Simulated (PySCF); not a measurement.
An unknown shows these calculated signals:

¹H NMR (400 MHz, computed): δ 6.19 (br s, 1H), 5.65 (t, 1H), 5.22 (br s, 1H), 4.79 (t, 2H), 2.54 (m, 2H), 2.53 (m, 2H), 1.94 (m, 2H), 0.13 (br s, 2H).

¹³C{¹H} NMR (computed): δ 155.9 (C), 145.1 (C), 129.8 (CH), 115.7 (CH2), 29.4 (CH2), 29.0 (CH2), 20.1 (CH2).

Theory: NMR shieldings at PBE0/pcSseg-1/GIAO, geometry: PBE0-D3(BJ)/def2-SVP, in PySCF 2.14.0 with density-fitted response routines (one computed conformer, isolated molecule, non-relativistic, fast rotation and ring inversion assumed for equivalent nuclei).

Scale: ¹H, ¹³C against TMS (reference shieldings calculated alike).

**Question.** Which of these does the molecule contain: a ketone, an NH or NH2 group, a CF3 group, a non-aromatic C=C double bond, a Si–H bond, a benzene ring?

**Answer.** 
- A ketone: no.
- An NH or NH2 group: yes (δH 0.13 (br s)).
- A CF3 group: no.
- A non-aromatic C=C double bond: yes.
- A Si–H bond: yes (δH 4.79 (t)).
- A benzene ring: no.

The data belong to `C=C1CC/C1=C/C[SiH2]N`, C$_{7}$H$_{13}$NSi; they needn't prove each group on their own.

Carbon signals by region: 4 in the sp2 and nitrile region (100–160 ppm), 3 below 50 ppm.

OH and NH positions are those of a molecule without intermolecular hydrogen bonds; in solution they move with solvent, concentration and temperature, and exchange usually removes their couplings. Shifts are as computed. Against solution values, carbons near 30 ppm lie about +2 ppm off and those near 130 ppm about +5 ppm. Of 1309 compounds with measured shifts, 239 miss one by over three times the rms of a fit or turn the order of signals round; such compounds aren't used in these exercises. Multiplicities follow the n + 1 count of equivalent neighbours, as no J values were calculated; m marks all less simple cases, F and P coupling included.
